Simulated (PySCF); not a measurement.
A species of formula C5H14SSi has this rotational fingerprint, computed with PBE0-D3(BJ)/def2-SVP geometry optimisation, gas phase (PySCF):

```
Rotational constants : A = 3320, B = 734.0, C = 634.7 MHz
Dipole components    : |μa| = 1.50 D, |μb| = 0.68 D, |μc| = 0.69 D
Inertial defect      : -44.47 u·Å²
κ                    : -0.93
```

**Question.** Which structure is it? (One computed conformer of each.)
A. `[CH3:1][CH2:2][C@H:3]([CH3:4])[S:5][SiH2:6][CH3:7]` with C1–C2–C3–C4 -172°, C2–C3–S5–Si6 -144°, C3–S5–Si6–C7 -179°
B. `[CH3:1][S:2][SiH2:3][C:4]([CH3:5])([CH3:6])[CH3:7]` with C1–S2–Si3–C4 180°
C. `[CH3:1][CH:2]([CH3:3])[CH2:4][CH2:5][S:6][SiH3:7]` with C1–C2–C4–C5 64°, C2–C4–C5–S6 -178°, C4–C5–S6–Si7 -68°

**Answer.** C. It is CC(C)CCS[SiH3], a near-prolate asymmetric top, point group C1. The candidates at the same level (rigid rotor, commonest isotopes):

| SMILES | A (MHz) | B (MHz) | C (MHz) | μa (D) | μb (D) | μc (D) | Δ (u·Å²) | point group | rotor |
| --- | --- | --- | --- | --- | --- | --- | --- | --- | --- |
| CS[SiH2]C(C)(C)C | 3311 | 948.7 | 894.5 | 0.06 | 0.89 | 0.00 | -120.38 | Cs | near-prolate asymmetric top |
| CC[C@H](C)S[SiH2]C | 2884 | 916.5 | 795.8 | 0.03 | 0.31 | 0.82 | -91.61 | C1 | asymmetric top |
| CC(C)CCS[SiH3] | 3320 | 734.0 | 634.7 | 1.50 | 0.68 | 0.69 | -44.47 | C1 | near-prolate asymmetric top |

`CC[C@H](C)S[SiH2]C` has C 25 % too high; `CS[SiH2]C(C)(C)C` has C 41 % too high. No structure here is proved a minimum.
